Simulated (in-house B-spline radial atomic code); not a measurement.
Response of the krypton ion Kr⁸⁺ as one setting changes: the share of exact exchange in a PBE hybrid. A dash marks a strongly mixed or unbound state. Computed with a B-spline radial code for spherical atoms: linear response of the closed shell [Ar] 3d10 with the functional's adiabatic kernel; scalar-relativistic (spin-free one-electron X2C), finite nucleus, no spin-orbit coupling, no double excitations, S, P, D and F terms only. Only terms of natural parity with L up to 3 were computed.

```tsv
share of exact exchange in a PBE hybrid	lowest 1P (eV)	lowest 3P, Tamm-Dancoff (eV)	minus highest occupied level (eV)	α (bohr³)
0	3d → 4p 100.97	3d → 4p 98.62	215.19	0.2134
0.1	3d → 4p 101.92	3d → 4p 99.53	217.40	0.212
0.2	3d → 4p 102.86	3d → 4p 100.45	219.62	0.2106
0.3	3d → 4p 103.80	3d → 4p 101.35	221.85	0.2093
0.4	3d → 4p 104.74	3d → 4p 102.26	224.07	0.208
0.5	3d → 4p 105.67	3d → 4p 103.16	226.30	0.2067
0.6	3d → 4p 106.61	3d → 4p 104.06	228.53	0.2054
0.7	?	?	?	?
0.8	?	?	?	?
0.9	3d → 4p 109.38	3d → 4p 106.73	235.24	0.2017
1	3d → 4p 110.29	3d → 4p 107.62	237.49	0.2005
```

Q: What belongs in the row for 0.8?

A: lowest 1P (eV): 3d → 4p 108.46; lowest 3P, Tamm-Dancoff (eV): 3d → 4p 105.84; minus highest occupied level (eV): 233.00; α (bohr³): 0.2029.

Q: What belongs in the row for 0.7?

A: lowest 1P (eV): 3d → 4p 107.53; lowest 3P, Tamm-Dancoff (eV): 3d → 4p 104.95; minus highest occupied level (eV): 230.77; α (bohr³): 0.2041.
